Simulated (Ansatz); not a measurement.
# C3H9AlO: which of these isomers lies lowest?

3 of its isomers, all singlets with charge 0: A = `CC(C)[O][AlH2]`; B = `CC(C)=[O+][AlH3-]`; C = `C[CH2][Al]([CH3])[OH]`.

Shapes, held fixed at every level: PBE0-D4/def2-TZVP. Flexible molecules stand in one conformer, not always the lowest. Programs: Ansatz 0.2.0.

Electronic energies in kJ/mol, without zero-point or thermal terms.

```
                level                   kind   B − A   C − A
     SPW92/def2-TZVPP                    LDA   +96.2   -95.1
    PBE-D4/def2-TZVPP                    GGA   +86.9  -107.4
  B3LYP-D4/def2-TZVPP          global hybrid   +92.6  -100.3
  BHLYP-D4/def2-TZVPP          global hybrid   +99.6   -96.0
r2SCAN0-D4/def2-TZVPP          global hybrid   +98.6  -106.7
    B2PLYP/def2-TZVPP          double hybrid   +99.5  -105.3
 CCSD(T)/CBS estimate  coupled cluster or CI  +105.5  -106.7
```

The highest level, CCSD(T)/CBS estimate, puts C lowest of these. All levels agree on that. The B − A difference spans +86.9 to +105.5 kJ/mol over the levels. The CBS estimate extrapolates MP2 from def2-TZVPP and def2-QZVPP and adds CCSD(T) − MP2 in the triple-zeta set, cores frozen.
